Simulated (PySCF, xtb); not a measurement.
B(CCH)(F)2 (C2HBF2), SMILES C#CB(F)F.

Harmonic wavenumbers (cm⁻¹) from GFN2-xTB (xtb) at its own minimum, in rising order: 141, 201, 402, 448, 535, 689, 707, 720, 1283, 1284, 2218, 3366.

Problem. What does PySCF with PBE0-D3(BJ)/def2-SVP give at its own minimum? (The exact figures need the calculation; the answer reports its results.)

Solution. 172, 233, 451, 509, 679, 732, 748, 786, 1334, 1456, 2215, 3476. Paired by order, the mean absolute difference is 67 cm⁻¹ and the zero-point energies are 17.1 and 18.3 kcal/mol.
